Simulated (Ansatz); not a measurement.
`C[CH2][GaH][NH2]` + HCl → `C[CH2][GaH][Cl]` + NH₃ at 500 K and 1 bar (ligand exchange at a Ga–N bond).

Gas-phase electronic energies from Ansatz, PBE0-D4/def2-TZVP geometries. CCSD(T)/CBS adds triple-zeta CCSD(T) − MP2 to the extrapolated MP2 energy (def2 sets, frozen cores). This one scheme is used for every species. For Ga outer-core shells are correlated without core-valence functions, which leaves a few kJ/mol of doubt a bond. Scalar relativity is left out up to krypton. One conformer a species, not always the lowest.

```
           species  CCSD(T)/CBS energy (Eh)  H − E (kJ/mol)  S (J/(mol·K))
`C[CH2][GaH][NH2]`              -2059.58601           302.8          414.4
               HCl               -460.38127            32.5          201.9
 `C[CH2][GaH][Cl]`              -2463.48892           234.1          411.3
               NH₃                -56.50880           108.2          211.8
```

H − E and S are ideal-gas, rigid-rotor, harmonic terms from PBE0-D4/def2-TZVP, for one conformer and one mirror image of each species. 1 Eh = 2625.50 kJ/mol, R = 8.31446 J/(mol·K).

Task: By hand: ΔE, ΔH, ΔS and ΔG.

Result: ΔE = (-2463.48892) + (-56.50880) − (-2059.58601) − (-460.38127) = -0.03044 Eh = -79.9 kJ/mol. Δ(H − E) = 234.1 + 108.2 − 302.8 − 32.5 = 7.0, so ΔH = -72.9 kJ/mol. ΔS = 411.3 + 211.8 − 414.4 − 201.9 = 6.8 J/(mol·K). ΔG = -72.9 − 500 × (6.8)/1000 = -76.3 kJ/mol.

Task: By hand: the equilibrium constant, and the temperature at which ΔG would vanish if ΔH and ΔS stayed fixed.

Result: log₁₀ K = −ΔG/(RT ln 10) = 8.0. ΔH and −TΔS have one sign here, so there is no such temperature.

The number of gas molecules stays the same, so ΔS is small and ΔH decides. A doubt of 5 kJ/mol in ΔE shifts log₁₀ K by 0.5 here. Other conformers and mirror images would add mixing entropy, several J/(mol·K) or more a flexible species. Modes under 60 cm⁻¹, often nearly free rotors, make the harmonic entropy too high. These are equilibria of isolated gas molecules and say nothing of rates. Largest T1 diagnostic: 0.012 (customary marks: 0.02 for closed shells, 0.045 for open ones).

ΔS is within the doubt of such terms, so its sign, and with it that verdict, could turn.
